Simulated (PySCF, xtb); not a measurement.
In(H)(Et)(NH2) (C2H8InN), SMILES C[CH2][InH][NH2]. Other conformers were not sampled.

Harmonic wavenumbers (cm⁻¹) from GFN2-xTB (xtb) at its own minimum, in rising order: 41, 82, 174, 203, 215, 283, 361, 388, 470, 517, 618, 620, 911, 966, 1054, 1157, 1211, 1400, 1402, 1448, 1479, 1486, 1489, 2937, 2948, 2968, 2975, 2984, 3370, 3394.

What does PySCF with PBE0-D3(BJ)/def2-SVP give at its own minimum? (The exact figures need the calculation; the answer reports its results.)

53, 88, 179, 213, 235, 326, 457, 470, 488, 609, 632, 670, 938, 966, 1060, 1195, 1243, 1392, 1436, 1470, 1475, 1511, 1797, 3036, 3069, 3117, 3118, 3140, 3610, 3722. Paired by order, the mean absolute difference is 73 cm⁻¹ and the zero-point energies are 56.5 and 59.6 kcal/mol.
